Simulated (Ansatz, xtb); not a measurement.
## A geometry optimisation of AlCl2H2Si+ with r2SCAN-D4/def2-SVP

The starting geometry of this gas-phase singlet has its atoms placed at random.

| atom | x (Å) | y (Å) | z (Å) |
| --- | --- | --- | --- |
| Al | -1.2803 | -1.0045 | 0.5341 |
| Cl | -0.6758 | 1.3436 | 0.3423 |
| Cl | 0.4087 | 1.2390 | -1.1760 |
| Si | -0.1689 | 0.2153 | 1.8699 |
| H | 0.3784 | -1.1870 | -0.0759 |
| H | -1.6930 | 1.0857 | -0.3080 |

**Question.** Guess where an optimisation with r2SCAN-D4/def2-SVP ends from this start.

**Answer.** It ends as a structure with Cl3 bridging Al1 and H6, given below by its coordinates. Distances that change by over a tenth: Al1–Si4 (2.12 → 2.65 Å), Al1–H5 (1.78 → 1.57 Å). Contacts that open: Al1–Cl2 (2.43 → 3.42 Å), Cl2–Cl3 (1.87 → 3.23 Å), Cl2–H6 (1.23 → 1.95 Å). Contacts that close: Al1–Cl3 (3.29 → 2.35 Å), Cl3–H6 (2.28 → 1.37 Å).

The energy falls by 11.57 eV over 25 steps:

```csv
step,E − E(last) (eV)
1,11.570
4,5.980
6,5.265
9,3.913
12,1.215
14,0.511
17,0.164
20,0.042
22,0.004
25,0.000
```

Final geometry (Å):

```xyz
6

Al   -0.0945   -0.9037    0.2026
Cl   -1.3689    2.1065    1.2149
Cl   -0.2743    0.7136   -1.4861
Si   -1.0105    0.3325    2.3617
H     0.5057   -2.1621   -0.5252
H    -0.7886    1.6052   -0.5814
```

From the same start GFN2-xTB ends elsewhere, differing in Al1–Cl2 (2.33 against 3.42 Å here), Al1–H5 (2.96 against 1.57 Å here), Cl2–Si4 (3.38 against 2.14 Å here), Cl2–H6 (1.27 against 1.95 Å here), Cl3–H6 (4.33 against 1.37 Å here), Si4–H5 (1.51 against 4.11 Å here).

From so rough a start the end depends on the optimiser's path, so another program may land elsewhere. No frequencies were run, so the end isn't proven a minimum. Run with Ansatz 0.2.0, 58 s on 2 threads of Arm Neoverse V2 (shared host).
